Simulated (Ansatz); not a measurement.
```yaml
crystal:
  periodic: [false, false, false]
  atoms:
    - {symbol: B, position_ang: [0.333503, -2.823854, -0.845262]}
    - {symbol: N, position_ang: [0.332992, -2.760865, 0.763112]}
    - {symbol: N, position_ang: [0.341812, -1.301022, -1.301884]}
    - {symbol: B, position_ang: [-0.963369, -0.554207, -0.821100]}
    - {symbol: B, position_ang: [0.354314, -1.280328, 1.348181]}
    - {symbol: N, position_ang: [-0.905123, -0.523180, 0.783388]}
    - {symbol: N, position_ang: [-0.956378, 0.950620, -1.298523]}
    - {symbol: B, position_ang: [-2.277732, 1.705603, -0.838526]}
    - {symbol: B, position_ang: [-0.928960, 0.944860, 1.351493]}
    - {symbol: N, position_ang: [-2.222012, 1.668925, 0.769702]}
    - {symbol: B, position_ang: [1.645870, -0.586259, -0.816615]}
    - {symbol: N, position_ang: [1.602915, -0.535303, 0.771486]}
    - {symbol: N, position_ang: [1.594434, 0.921291, -1.323957]}
    - {symbol: B, position_ang: [0.316131, 1.719996, -0.813164]}
    - {symbol: B, position_ang: [1.652499, 0.950977, 1.351954]}
    - {symbol: N, position_ang: [0.340513, 1.653753, 0.774756]}
    - {symbol: H, position_ang: [-0.693478, -3.380151, -1.229988]}
    - {symbol: H, position_ang: [1.358093, -3.389464, -1.226054]}
    - {symbol: H, position_ang: [-0.482269, -3.260484, 1.140971]}
    - {symbol: H, position_ang: [1.140580, -3.273163, 1.140284]}
    - {symbol: H, position_ang: [0.333718, -1.351412, -2.329110]}
    - {symbol: H, position_ang: [-1.967381, -1.132398, -1.223547]}
    - {symbol: H, position_ang: [0.356831, -1.326813, 2.574567]}
    - {symbol: H, position_ang: [-1.736933, -1.003457, 1.147487]}
    - {symbol: H, position_ang: [-1.005384, 0.971050, -2.325642]}
    - {symbol: H, position_ang: [-3.274348, 1.097205, -1.224227]}
    - {symbol: H, position_ang: [-2.253644, 2.876835, -1.215805]}
    - {symbol: H, position_ang: [-0.966330, 0.967615, 2.577988]}
    - {symbol: H, position_ang: [-3.062100, 1.211783, 1.146977]}
    - {symbol: H, position_ang: [-2.261315, 2.623362, 1.149695]}
    - {symbol: H, position_ang: [2.664269, -1.129463, -1.239159]}
    - {symbol: H, position_ang: [2.448755, -0.989156, 1.135511]}
    - {symbol: H, position_ang: [1.685459, 0.975368, -2.346924]}
    - {symbol: H, position_ang: [2.424434, 1.399292, -0.936006]}
    - {symbol: H, position_ang: [0.355837, 2.874437, -1.233197]}
    - {symbol: H, position_ang: [1.634017, 0.938453, 2.579171]}
    - {symbol: H, position_ang: [2.668010, 1.537219, 0.941130]}
    - {symbol: H, position_ang: [0.371760, 2.612358, 1.140878]}
basis:
  gaussian: {orbitals: "6-31G*", fitting: {mean_field: def2-universal-jkfit}}
hamiltonian: {xc: {name: PBE-QIDH}}
scf: {omitted_lower_state_checks: [starts]}
output: {forces: true}
```

```sh
$ ansatz run in.yaml --threads 2 --pin off --events-out ev --progress --plain --max-ram 32768MiB --backend cuda --devices 0, --max-vram 18GiB
```

Output, abridged:

```
Functional definition: PBE-QIDH
1612 factors; integrals over basis functions are off by at most 4.7e-2 eV
mean field evaluation 1: about -17644.4515 eV, gradient 6.7e1 eV
mean field evaluation 2: about -17644.4672 eV, gradient 6.7e1 eV
mean field evaluation 4: about -17654.3663 eV, gradient 8.0e0 eV
mean field evaluation 8: about -17654.5233 eV, gradient 1.5e-1 eV
mean field evaluation 16: about -17654.5234 eV, gradient 5.1e-6 eV
mean field -17654.52338640 eV, -648.7917677846 hartree, gradient 5.1e-6 eV, S^2 0.000000; 0 other end points of the search recorded, 0 dependent functions left out
16 core orbitals not correlated: weight in the atoms' cores, before any rotation towards them, 1.000 or more for the frozen orbitals, at most 0.000 for the correlated occupied ones
reference -17654.52340187 eV, -648.7917683529 hartree; 43, 43 occupied and 225, 225 virtual orbitals, 1612 factors
second order -63.06695982 eV of doubles, -0.00000000 eV of singles
Total energy: -17675.54572181 eV, -649.5643243613 hartree
Atom 0 at     0.333503    -2.823854    -0.845262 Å, force    -0.001852    -0.263112    -0.198557 eV/Å
Atom 1 at     0.332992    -2.760865     0.763112 Å, force    -0.001989    -0.285217     0.309971 eV/Å
Atom 2 at     0.341812    -1.301022    -1.301884 Å, force     0.005719     0.087047    -0.170537 eV/Å
Atom 3 at    -0.963369    -0.554207    -0.821100 Å, force    -0.200434    -0.115363    -0.072539 eV/Å
Atom 4 at     0.354314    -1.280328     1.348181 Å, force     0.017176     0.040108     0.273679 eV/Å
Atom 5 at    -0.905123    -0.523180     0.783388 Å, force    -0.138469    -0.079710     0.000410 eV/Å
Atom 6 at    -0.956378     0.950620    -1.298523 Å, force     0.077725    -0.038465    -0.170696 eV/Å
Atom 7 at    -2.277732     1.705603    -0.838526 Å, force    -0.228666     0.131179    -0.197816 eV/Å
Atom 8 at    -0.928960     0.944860     1.351493 Å, force     0.043719    -0.005976     0.273808 eV/Å
Atom 9 at    -2.222012     1.668925     0.769702 Å, force    -0.247952     0.139581     0.310563 eV/Å
Atom 10 at     1.645870    -0.586259    -0.816615 Å, force     0.185331    -0.169298    -0.052340 eV/Å
Atom 11 at     1.602915    -0.535303     0.771486 Å, force     0.102503    -0.127728    -0.022637 eV/Å
Atom 12 at     1.594434     0.921291    -1.323957 Å, force     0.317538     0.183517    -0.043029 eV/Å
Atom 13 at     0.316131     1.719996    -0.813164 Å, force    -0.053540     0.245278    -0.051841 eV/Å
Atom 14 at     1.652499     0.950977     1.351954 Å, force     0.203130     0.116578     0.254879 eV/Å
Atom 15 at     0.340513     1.653753     0.774756 Å, force    -0.059095     0.152778    -0.022276 eV/Å
Atom 16 at    -0.693478    -3.380151    -1.229988 Å, force     0.402445     0.254262     0.166100 eV/Å
Atom 17 at     1.358093    -3.389464    -1.226054 Å, force    -0.400357     0.260638     0.163990 eV/Å
Atom 18 at    -0.482269    -3.260484     1.140971 Å, force     0.444616     0.297193    -0.240312 eV/Å
Atom 19 at     1.140580    -3.273163     1.140284 Å, force    -0.439302     0.301783    -0.239132 eV/Å
Atom 20 at     0.333718    -1.351412    -2.329110 Å, force     0.009555     0.034867     0.516897 eV/Å
Atom 21 at    -1.967381    -1.132398    -1.223547 Å, force     0.388450     0.223646     0.168839 eV/Å
Atom 22 at     0.356831    -1.326813     2.574567 Å, force    -0.000583     0.030336    -0.487846 eV/Å
Atom 23 at    -1.736933    -1.003457     1.147487 Å, force     0.408836     0.236112    -0.193940 eV/Å
Atom 24 at    -1.005384     0.971050    -2.325642 Å, force     0.035625    -0.010121     0.516733 eV/Å
Atom 25 at    -3.274348     1.097205    -1.224227 Å, force     0.421920     0.219880     0.166511 eV/Å
Atom 26 at    -2.253644     2.876835    -1.215805 Å, force     0.024774    -0.477661     0.162323 eV/Å
Atom 27 at    -0.966330     0.967615     2.577988 Å, force     0.025304    -0.014638    -0.488035 eV/Å
Atom 28 at    -3.062100     1.211783     1.146977 Å, force     0.479558     0.237344    -0.240073 eV/Å
Atom 29 at    -2.261315     2.623362     1.149695 Å, force     0.041527    -0.530479    -0.240656 eV/Å
Atom 30 at     2.664269    -1.129463    -1.239159 Å, force    -0.399045     0.208730     0.177409 eV/Å
Atom 31 at     2.448755    -0.989156     1.135511 Å, force    -0.422092     0.226455    -0.199192 eV/Å
Atom 32 at     1.685459     0.975368    -2.346924 Å, force    -0.065884    -0.038942     0.565356 eV/Å
Atom 33 at     2.424434     1.399292    -0.936006 Å, force    -0.518991    -0.298807    -0.342654 eV/Å
Atom 34 at     0.355837     2.874437    -1.233197 Å, force    -0.019146    -0.450371     0.176439 eV/Å
Atom 35 at     1.634017     0.938453     2.579171 Å, force    -0.032122    -0.017763    -0.499560 eV/Å
Atom 36 at     2.668010     1.537219     0.941130 Å, force    -0.390268    -0.225284     0.170035 eV/Å
Atom 37 at     0.371760     2.612358     1.140878 Å, force    -0.015662    -0.478378    -0.200276 eV/Å
Dipole moment:    -0.022914    -0.013774     0.109263 e Å
Checks for a lower state left out: starts
```

It took 18 s on 2 threads of AMD EPYC 7R13 on a shared host and a share (18 GiB) of an NVIDIA H100 80GB HBM3, peak host memory 1.7 GiB.

The 6-31G sets use Cartesian d functions. Correlated methods freeze 16 core orbitals.
